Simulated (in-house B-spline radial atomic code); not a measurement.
Bi. Computed with a B-spline radial atomic code. Model: non-relativistic spherical atom: semilocal Troullier-Martins pseudo-atom, one channel per l, against all electrons, high spin, G0W0 and RPA with empty states to l = 8, local potential for every l without a channel, a model core (radius 0 = none) keeps its share of the functional.

The core holds an angular momentum without a channel of its own, so the local potential lets valence electrons into it.

Without relativity these are model numbers for so heavy an element.

What the tables leave out is listed at the end.

The pseudopotential gives back the lowest level of each angular momentum of its own functional in the configuration it was made in; a second state of the same l is only approximately right. Exact exchange, RPA and GW see the smooth pseudo-orbitals and miss the exchange with the core, for which the functional's share stands in. The column with an uncorrelated core keeps all orbitals and exact exchange, and so separates missing core correlation from pseudisation. Only the three outermost levels and the lowest empty one were computed. RPA here is direct RPA, with no exchange kernel, and its energies carry an (l + 1/2)⁻⁴ tail. A hybrid on a potential with a model core restores only its own semilocal share of the core's exchange.

Command:
```bash
python run_psgw.py task.json out
```
Settings (lengths in bohr, energies in hartree):
```
Z                      83
electrons              83
configuration          [Xe] 4f14 5d10 6s2 6p3
generated_in           [Xe] 4f14 5d10 6s2 6p3
functional             pbe,pbe
core_shells            12
radius_factor          1
core_correction        False
```

Cost of the run: 70 s on 1 thread of Arm Neoverse N1, on a shared host.

Given: made with PBE; model core radius 0 bohr; local radius 1.25 bohr; mean-field start PBE.

Valence shells of the generating configuration: 5d, 6s, 6p.

Channel: s 2.124, p 2.525, d 1.025 (radii in bohr).

Computed: largest level miss in the spin-unpolarised generating configuration 0 eV; valence RPA correlation energy all-electron orbitals -0.77615 hartree; all-electron RPA polarisability, core included 46.293 bohr³; pseudo-atom RPA polarisability 46.183 bohr³.

```tsv
level	occupied	mean-field all-electron (eV)	mean-field pseudo minus all (eV)	G0W0 all-electron (eV)	G0W0 uncorrelated core minus all (eV)	G0W0 pseudo minus all (eV)	exchange self-energy all-electron (eV)	exchange self-energy pseudo (eV)
6p up	1	-5.3391	-0.009	-8.5982	0.033	-0.263	-14.166	-13.481
6p down (empty)	0	-3.5686	0.043	-1.4204	0.045	-0.251	-4.3024	-3.5686
```

(1) What is the valence RPA correlation energy pseudo?

Given: mean-field start PBE0.

Computed: valence RPA correlation energy pseudo -1.1329 hartree; all-electron RPA polarisability, core included 39.225 bohr³; pseudo-atom RPA polarisability 37.588 bohr³.

```json
{"level": "6p up", "occupied": "1", "mean-field all-electron (eV)": "-6.3458", "mean-field pseudo minus all (eV)": "-0.106", "G0W0 all-electron (eV)": "-8.8507", "G0W0 uncorrelated core minus all (eV)": "0.037", "G0W0 pseudo minus all (eV)": "-0.278", "exchange self-energy all-electron (eV)": "-14.214", "exchange self-energy pseudo (eV)": "-13.836"}
{"level": "6s down", "occupied": "1", "mean-field all-electron (eV)": "-11.005", "mean-field pseudo minus all (eV)": "0.04", "G0W0 all-electron (eV)": "-13.66", "G0W0 uncorrelated core minus all (eV)": "0.097", "G0W0 pseudo minus all (eV)": "-0.348", "exchange self-energy all-electron (eV)": "-14.381", "exchange self-energy pseudo (eV)": "-12.711"}
{"level": "6p down (empty)", "occupied": "0", "mean-field all-electron (eV)": "-2.7085", "mean-field pseudo minus all (eV)": "-0.022", "G0W0 all-electron (eV)": "-1.1708", "G0W0 uncorrelated core minus all (eV)": "0.044", "G0W0 pseudo minus all (eV)": "-0.128", "exchange self-energy all-electron (eV)": "-3.9672", "exchange self-energy pseudo (eV)": "-3.4561"}
```

(2) What is the valence RPA correlation energy all-electron orbitals?

Given: mean-field start Hartree-Fock.

Computed: valence RPA correlation energy all-electron orbitals -0.62799 hartree; valence RPA correlation energy pseudo -1.0032 hartree; pseudo-atom RPA polarisability 25.29 bohr³.

| level | occupied | mean-field all-electron (eV) | mean-field pseudo minus all (eV) | G0W0 all-electron (eV) | G0W0 uncorrelated core minus all (eV) | G0W0 pseudo minus all (eV) | exchange self-energy all-electron (eV) | exchange self-energy pseudo (eV) |
| --- | --- | --- | --- | --- | --- | --- | --- | --- |
| 6p up | 1 | -8.7455 | -0.666 | -9.2223 | 0.039 | -0.163 | -13.997 | -14.644 |
| 6s down | 1 | -12.125 | 0.021 | -13.804 | 0.103 | -0.043 | -13.774 | -12.605 |
| 6s up | 1 | -17.897 | -0.703 | -16.581 | 0.073 | -0.443 | -19.251 | -19.094 |

(3) What is the all-electron RPA polarisability, core included?

Answers

(1) -1.1854 hartree.

(2) -0.73211 hartree.

(3) 29.844 bohr³.

Among the listed levels the largest G0W0 shift of the pseudo-atom is -0.44 eV, for 6s up on the Hartree-Fock start, while leaving the core uncorrelated moves that level by +0.07 eV. So pseudisation and the lost core exchange, not the missing core correlation, make the error. Not in the tables (levels of low weight, unsolved or above zero; the highest and the empty levels are kept at any weight): on PBE the G0W0 levels 6s down (pseudo minus all -0.35 eV, weights 0.72 and 0.76), 6s up (pseudo minus all -0.05 eV, weights 0.06 and 0.07); on PBE0 the G0W0 levels 6s up (pseudo minus all -0.85 eV, weights 0.03 and 0.12).
